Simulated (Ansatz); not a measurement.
`[SiH3][SiH]1BN1` + `FC1NCO1` → `FC1OCN1[SiH3]` + `B1N[SiH2]1`  (cleavage of the Si–Si bond)

Isolated molecules relaxed with PBE0-D4/def2-TZVP in Ansatz; ΔE leaves out vibrations. CCSD(T)/CBS is the MP2 limit (def2-TZVPP, def2-QZVPP) plus CCSD(T) − MP2 in def2-TZVPP, frozen cores. Functionals use def2-TZVPP.

```tsv
level	ΔE (eV)
PBE-D4	-0.25
r2SCAN-D4	-0.38
PBE0-D4	-0.31
MP2/CBS(def2)	-0.54
```

Question: What does CCSD(T)/CBS give? (Best estimate.)

Answer: Ansatz gave: -0.46 eV. The listed levels differ from it by 0.21, 0.08, 0.15, -0.08 eV.

Largest T1 diagnostic among the species: 0.015.

In def2-TZVPP, CCSD(T) changes the Hartree–Fock value by +0.15 eV (the triples alone add +0.02 eV) and MP2 by +0.07 eV. From PBE to PBE0 (25 % exact exchange), in def2-TZVPP and without D4, ΔE moves by −0.06 eV.
